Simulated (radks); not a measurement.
Task: Radial electron density D(r) = 4 pi r^2 rho(r) of an atom or ion with 7 electrons. Calculated with a radial shooting solver on a logarithmic mesh with Libxc functionals: Dirac Kohn-Sham, PBE, spin-unpolarised, spherical densities, finite nucleus; Fermi nuclear charge, rms radius of each element as measured or else 0.836 A^(1/3) + 0.57 fm.

r (bohr)  D(r) (e/bohr)
0.01837           1.381
0.02071           1.683
0.02335           2.039
0.02633           2.455
0.02969           2.937
0.03347           3.487
0.03774           4.104
0.04255           4.784
0.04798           5.517
0.0541            6.285
0.06099           7.063
0.06877           7.817
0.07754           8.504
0.08742           9.076
0.09778           9.462
0.1102            9.670
0.1243            9.630
0.1402            9.322
0.158             8.755
0.1782            7.968
0.2009            7.037
0.2265            6.060
0.2554            5.155
0.2879            4.429
0.3246            3.964
0.366             3.796
0.4127            3.904
0.4653            4.210
0.5247            4.592
0.5915            4.913
0.6617            5.048
0.746             4.940
0.8411            4.551
0.9484            3.922
1.069             3.150
1.206             2.351
1.359             1.635
1.533             1.074
1.728            0.6894
1.948            0.4605
2.197            0.3395
2.477            0.2756
2.793            0.2298
3.149            0.1819
3.55             0.1302
4.003           0.08211
4.477           0.04679
5.048           0.02179
5.692          0.008410
6.417          0.002633
7.235         0.0006550
8.158         0.0001265

What is the nuclear charge?

Result: Z = 9. The innermost maximum, from 1s, lies near gamma/Z bohr with gamma = sqrt(1 - (Z/c)^2) = 0.998, here 0.111 bohr (found: 0.115), and its height grows with Z. The density is that of the fluorine ion F2+ in [He] 2s1.5 2p3 3s0.5; the configuration itself is not fixed sharply by these data. D(r) has 2 maxima, at r = 0.115, 0.672 bohr, and minima at 0.369 bohr, inside which lie 2.22 electrons.
